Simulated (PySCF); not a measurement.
## Two-component Hartree-Fock for Cd (cadmium, neutral)

Start: [Kr] 4d9 5s2 5p1; 4d3/2 filled at m_j = -3/2, -1/2, +1/2, +3/2; 4d5/2 filled at m_j = -3/2, -1/2, +1/2, +3/2, +5/2; 5p3/2 filled at m_j = +3/2. Calculated with PySCF 2.14 in x2c-TZVPall-2c with one added diffuse shell each of s, p, d type (9s10p8d1f, 86 functions): generalised Hartree-Fock with the X2C-1e Hamiltonian and a Gaussian nucleus; one run each with spin-orbit coupling (SO) switched off, then screened by Boettger's factors. This is a chosen level, not necessarily the ground level.

```csv
spinor shell,electrons,"ε, spin-free (eV)","ε, screened SO (eV)",weight of nominal j (screened SO),"rms radius, screened SO (bohr)"
1s1/2,2,-26853.4,-26851.2,1.000,0.0348
2s1/2,2,-4081.5,-4080.9,1.000,0.142
2p1/2,2,-3655.9,-3789.3,1.000,0.124
2p3/2,4,-3655.9,-3594.6,1.000,0.128
3s1/2,2,-804.84,-804.72,1.000,0.381
3p1/2,2,-661.74,-686.42,1.000,0.375
3p3/2,4,-661.74,-650.38,1.000,0.386
3d3/2,4,-438.39,-442.84,0.999,0.362
3d5/2,6,-438.39,-435.34,1.000,0.365
4s1/2,2,-135.79,-135.81,1.000,0.937
4p1/2,2,-91.011,-96.088,0.989,1.01
4p3/2,4,-91.011,-88.708,0.994,1.04
4d3/2,4,-25.724,-26.501,0.914,1.32
4d5/2,5,-25.724,-25.247,0.931,1.34
5s1/2,2,-10.442,-10.478,0.999,3.00
5p3/2,1,-5.472,-5.384,1.000,4.09
```

```json
{"quantity": "E (hartree)", "spin-free": "-5590.36737", "screened SO": "-5591.49981"}
{"quantity": "M_J", "spin-free": "4", "screened SO": "4"}
{"quantity": "⟨J²⟩", "spin-free": "20.019", "screened SO": "20.019"}
{"quantity": "⟨L²⟩", "spin-free": "12.016", "screened SO": "12.031"}
{"quantity": "⟨S²⟩", "spin-free": "2.004", "screened SO": "2.019"}
```

Each row is a mean over spinors that exchange with the open shell spreads, by up to 6.037 eV (4p3/2).

Breit and QED terms are absent; they matter most for the inner s and p1/2 levels.

Densities and radii are taken from the X2C orbitals without a picture-change correction, which distorts them close to the nucleus.

Without spin-orbit coupling the j labels of p, d and f shells carry no meaning; the spin-free column gives the mean over the occupied spinors of each nl shell.
